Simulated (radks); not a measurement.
Values are calculated unless marked as measured or tabulated.
Question: Sr4+, configuration [Ar] 3d10 4s2 4p4. Code: a radial shooting solver on a logarithmic mesh with Libxc functionals. Model: scalar-relativistic Kohn-Sham, PBE, spin-polarised, spherical densities, point nucleus; open shells are filled with parallel spins first (spin-orbit coupling, left out, can overturn this in heavy ions). Some entries of the table are withheld. Estimate them.

| orbital | occ. | eigenvalue (eV) | r(max) (bohr) | <r> (bohr) |
|---|---|---|---|---|
| 1s up | 1 | -15986.59 | 0.02553 | 0.03916 |
| 1s down | 1 | -15986.34 | 0.02553 | 0.03916 |
| 2s up | 1 | -2206.434 | 0.1451 | 0.1725 |
| 2s down | 1 | -2206.291 | 0.1451 | 0.1725 |
| 2p up | 3 | -1966.035 | 0.1160 | 0.1504 |
| 2p down | 3 | -1965.796 | 0.1160 | 0.1504 |
| 3s up | 1 | -381.5781 | 0.4356 | 0.4917 |
| 3s down | 1 | -381.2744 | 0.4357 | 0.4916 |
| 3p up | 3 | -303.9525 | 0.4305 | (1) |
| 3p down | 3 | -303.6097 | 0.4306 | (2) |
| 3d up | 5 | -175.7876 | 0.3763 | 0.4970 |
| 3d down | 5 | -175.3953 | 0.3763 | 0.4960 |
| 4s up | 1 | -85.2326 | 1.170 | 1.298 |
| 4s down | 1 | -82.7170 | 1.165 | 1.298 |
| 4p up | 3 | -65.7028 | 1.278 | 1.439 |
| 4p down | 1 | -63.2061 | 1.276 | 1.447 |

Answer: 
(1) 3p up <r> (bohr): 0.4980
(2) 3p down <r> (bohr): 0.4977
